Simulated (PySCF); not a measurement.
Task: Write Cartesian coordinates for `[GeH3][GeH2][Br]` as optimised with PBE0-D3(BJ)/def2-SVP.

Result: 
```
atom  x, y, z in Å
Ge1    0.9394    0.3682    0.0531
Ge2   -1.3839   -0.2332   -0.2706
Br3   -2.6055    1.7089    0.0936
H4     1.1450    0.7680    1.5230
H5     1.8545   -0.8233   -0.2902
H6     1.2730    1.5574   -0.8611
H7    -1.9029   -1.2621    0.7494
H8    -1.7189   -0.6957   -1.6996
```

Orientation and origin are arbitrary. Atoms count from 1 in this order. Ge2 (germanium bonded to Br, Ge and 2 H) is distorted tetrahedral (angles from 106.0° to 114.1°). Ge1 (germanium bonded to Ge and 3 H) is tetrahedral (angles from 108.7° to 110.4°).

Bonds between heavy atoms (Å): Ge1–Ge2 2.422, Ge2–Br3 2.323.

Computed with PBE0-D3(BJ)/def2-SVP geometry optimisation, gas phase in PySCF 2.14.0.

Point group: near Cs, missed by 0.19 Å at most; the miss may be what the optimiser left on a soft mode. No frequency check.
